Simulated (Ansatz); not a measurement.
Cost and result up the ladder for Be₁₁O₁₁ (started as a model of: (BeO)11 cage of four- and six-membered rings) (22 atoms). The state is a singlet with charge 0. Geometry: r2SCAN-D4/def2-SVP.

```csv
atom,x (Å),y (Å),z (Å)
Be1,-2.3778,-0.9421,0.9389
O2,-1.2165,-0.6858,1.9537
Be3,-0.5456,-1.8793,1.0730
O4,-1.8370,-2.3275,0.2852
Be5,-1.8692,-1.4337,-1.0192
O6,-2.6685,-0.1411,-0.3883
Be7,-1.7809,1.1120,-0.4698
O8,-0.9341,1.7079,0.7482
Be9,-0.4145,0.6568,1.8075
O10,1.1362,0.5636,2.0392
Be11,1.7992,-0.6342,1.1582
O12,0.8825,-1.6920,0.4386
Be13,0.7684,-1.3709,-1.1117
O14,-0.6246,-1.2284,-1.8912
Be15,-0.0529,0.2480,-2.1683
O16,-0.7459,1.5167,-1.6364
Be17,0.1009,2.1113,-0.4014
O18,1.4726,-0.1148,-1.8149
Be19,2.0544,1.4116,1.1000
O20,2.9360,0.2070,0.4587
Be21,2.2881,0.7739,-0.8682
O22,1.6291,2.1410,-0.2321
```

Ansatz on 4 threads of Intel Xeon Platinum 8488C on a shared host. Times are rough, and most runs start from the orbitals of an earlier one. PBE0-D4/def2-TZVP serves as the yardstick here, not as an exact answer. Differences are given only for rows in sets of like size (and for xTB, whose basis is part of the method), since another set adds its own error. Binding counts from free atoms at the same level (Be singlet, O triplet; other spins of the atoms weren't run), without zero-point energy or a counterpoise term.

B3LYP takes the VWN-RPA correlation. Correlated methods freeze 11 core orbitals. The rows differ in basis, and correlated rows in double-zeta sets carry the largest basis error.

Correlated methods converge slowly with the basis, most of all in double-zeta sets.

| level | functions | wall time | binding energy per atom (eV) | difference from PBE0-D4/def2-TZVP (eV) |
| --- | --- | --- | --- | --- |
| HF/6-31G | 198 | 3.4 s | 3.87 | – |
| PBE-D4/def2-SVP | 253 | 6 s | 5.63 | – |
| B3LYP-D4/6-31G | 198 | 6.5 s | 5.32 | – |
| MP2/def2-SVP | 253 | 9 s | 5.26 | – |
| PBE0-D4/def2-SVP | 253 | 9.5 s | 5.45 | – |
| RPA@PBE/def2-SVP | 253 | 14 s | 4.53 | – |
| PBE-D4/def2-TZVP (with forces) | 550 | 18 s | 5.58 | 0.16 |
| r2SCAN-D4/def2-TZVP | 550 | 20 s | 5.55 | 0.13 |
| PBE0-D4/def2-TZVP (with forces) | 550 | 53 s | 5.42 | 0.00 |
